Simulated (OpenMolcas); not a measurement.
# Cr2+: moving the ligands

Cr2+ with 4 ligands (oxide) in tetrahedral coordination (Td) at 2.05 Å. A charge of +1.5 e stands 2.4 Å behind each ligand. Ligand basis ANO-RCC-VDZP.
```
Cr    0.0000    0.0000    0.0000
O     1.1836    1.1836    1.1836
O     1.1836   -1.1836   -1.1836
O    -1.1836    1.1836   -1.1836
O    -1.1836   -1.1836    1.1836
```

| Property | Result |
| --- | --- |
| Program | OpenMolcas |
| Method | SS-CASPT2, IPEA 0.25 Eh, imaginary shift 0.1 Eh (closed shells correlated: 3s 3p and the ligand valence shells) |
| Basis | ANO-RCC-VTZP [6s5p3d2f1g] |
| Scalar Hamiltonian | DKH2, point nucleus |
| Active space | 4 electrons in 5 orbitals (3d) |
| State averaging | 2S+1 = 5 even, 5 roots; 2S+1 = 3 even, 45 roots; 2S+1 = 1 even, 50 roots |
| Spin-orbit coupling | state interaction with AMFI integrals over the reference wave functions |

Runs around this geometry, states (labels of Td). Energies in cm-1 above the lowest state or level, χT in cm3 K/mol; under a threefold ground state the first gap can be a small split of the lowest multiplet, not the spin-orbit step.

```tsv
R (Å)	Ground state	First state of that spin	First gap with spin-orbit (degeneracies)	χT at 300 K	First state of another spin
1.95	5T2	5E 1200	33 (1, 3)	2.528	3E 11890
2.05	5T2	5E 2310	21 (1, 3)	2.611	3T1 15090
2.16	5T2	5E 2340	21 (1, 3)	2.603	3T1 15730
```

Roots that are degenerate in the reference are averaged as groups; the widest CASPT2 spread within a group is 990 cm-1 (the 3-fold group of multiplicity 1 near 16500 cm-1 above the lowest state of its run, R = 1.95). Shifts and gaps below about the spread of the groups concerned are not significant. Over all roots computed the reference weight is 0.63 to 0.70 in R = 1.95, 0.67 to 0.70 in R = 2.05, 0.68 to 0.71 in R = 2.16; the roots of lowest weight are the least certain, and an intruder state may touch them. An orbital triplet at a regular site is open to Jahn-Teller coupling, which can distort the site and quench the lowest spin-orbit gaps and is left out. The oxide ions are held by bare point charges, a crude embedding. Ligand-to-metal charge-transfer states are missing. These CASPT2 states fit no ligand-field parameters well, so their order and spin gaps are uncertain. With no ligand orbital active B as a rule stays too high, so bands that hang on it stand too high and its fall with covalency is understated. With one d shell and no ligand orbital active, 10Dq can be off by tens of per cent for divalent 3d ions, low with halides held by bare charges and at times high in hosts. Free-ion shares, where given, are those of the reference states; single-state CASPT2 does not remix them. No measured value stands beside these numbers; the geometry is a model, was not optimised and need not be the one that this ion takes.
